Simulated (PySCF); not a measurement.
# Basis-set dependence of population analyses: `ClC1=C[SiH2]C=C1`

Compound: C4H5ClSi.
Atom-mapped SMILES: `[Cl:1][C:2]1=[CH:3][SiH2:4][CH:5]=[CH:6]1` (hydrogens: H7 on C3; H8, H9 on Si4; H10 on C5; H11 on C6)

PBE0 throughout (PySCF), one geometry, spherical d and f functions. Isolated species at its PBE0-D3(BJ)/def2-SVP geometry, gas phase. The first 7 of 10 kinds of atom are listed.

Mulliken charges (e):

```
        basis  functions     Cl1      C2      C3     Si4      C5      C6      H7
       STO-3G         43  -0.118  +0.001  -0.253  +0.635  -0.246  -0.089  +0.092
        6-31G         72  +0.148  -0.260  -0.481  +0.741  -0.499  -0.038  +0.195
     pcSseg-0         72  +0.092  -0.253  -0.705  +1.016  -0.769  -0.080  +0.261
       6-31G*        102  +0.019  -0.108  -0.373  +0.485  -0.368  -0.126  +0.203
      cc-pVDZ        117  -0.068  -0.133  -0.102  +0.384  -0.144  +0.067  +0.031
     def2-SVP        117  -0.093  -0.016  -0.237  +0.517  -0.246  +0.048  +0.047
     pcSseg-1        141  -0.076  -0.202  -0.285  +0.738  -0.364  -0.020  +0.116
  aug-cc-pVDZ        191  -0.260  +0.318  +0.072  -0.106  -0.119  +1.041  -0.471
6-311+G(2d,p)        208  +0.068  +0.625  -0.795  +0.567  -0.400  -0.334  +0.132
    def2-TZVP        228  -0.099  +0.122  -0.283  +0.277  -0.246  -0.158  +0.144
      cc-pVTZ        258  -0.108  +0.064  -0.251  +0.314  -0.244  -0.084  +0.127
     IGLO-III        278  +0.028  +0.104  -0.429  +0.792  -0.380  -0.072  +0.081
```

IAO charges (e):

```tsv
basis	functions	Cl1	C2	C3	Si4	C5	C6	H7
STO-3G	43	-0.026	-0.061	-0.392	+0.776	-0.378	-0.146	+0.146
6-31G	72	-0.036	-0.011	-0.422	+0.625	-0.394	-0.138	+0.177
pcSseg-0	72	-0.021	-0.024	-0.424	+0.626	-0.398	-0.133	+0.174
6-31G*	102	-0.032	-0.001	-0.452	+0.748	-0.418	-0.130	+0.171
cc-pVDZ	117	-0.030	+0.004	-0.456	+0.741	-0.417	-0.135	+0.172
def2-SVP	117	-0.020	+0.003	-0.457	+0.753	-0.417	-0.131	+0.168
pcSseg-1	141	-0.027	-0.002	-0.464	+0.764	-0.426	-0.135	+0.173
aug-cc-pVDZ	191	-0.033	+0.006	-0.462	+0.745	-0.423	-0.138	+0.176
6-311+G(2d,p)	208	-0.028	+0.001	-0.470	+0.776	-0.432	-0.137	+0.175
def2-TZVP	228	-0.025	+0.002	-0.473	+0.785	-0.434	-0.136	+0.175
cc-pVTZ	258	-0.029	+0.004	-0.469	+0.771	-0.430	-0.137	+0.175
IGLO-III	278	-0.023	+0.001	-0.475	+0.784	-0.435	-0.137	+0.176
```

Problem. Which scheme is steadiest as the basis changes?

Solution. Largest range over the bases for any column: IAO 0.16 e, Mulliken 1.37 e. IAO charges move least and Mulliken charges most, counted in e. Without the minimal STO-3G basis the ranges are IAO 0.16, Mulliken 1.37 e.

Problem. How much do the charges still move between the two largest bases, cc-pVTZ and IGLO-III?

Solution. At most, over all atoms: Mulliken 0.478 e, IAO 0.014 e.

Problem. What do the same runs give for the total energy, the frontier levels and the dipole moment?

Solution. 
| basis | energy (Eh) | HOMO (eV) | LUMO (eV) | μ (D) |
| --- | --- | --- | --- | --- |
| STO-3G | -894.4280 | -4.87 | 1.44 | 2.67 |
| 6-31G | -904.4973 | -6.85 | -1.52 | 1.66 |
| pcSseg-0 | -903.4074 | -7.16 | -1.85 | 1.73 |
| 6-31G* | -904.5853 | -6.80 | -1.58 | 1.31 |
| cc-pVDZ | -904.6387 | -6.90 | -1.68 | 1.21 |
| def2-SVP | -904.2788 | -6.95 | -1.75 | 1.11 |
| pcSseg-1 | -904.5764 | -7.05 | -1.87 | 1.36 |
| aug-cc-pVDZ | -904.6492 | -7.00 | -1.84 | 1.25 |
| 6-311+G(2d,p) | -904.6897 | -7.00 | -1.87 | 1.20 |
| def2-TZVP | -904.7054 | -6.99 | -1.84 | 1.13 |
| cc-pVTZ | -904.7099 | -6.98 | -1.81 | 1.17 |
| IGLO-III | -904.7042 | -6.96 | -1.83 | 1.02 |

The dipole is fixed by the density alone, so its range of 1.65 D shows that the density itself changes with the basis, not only its division among atoms.
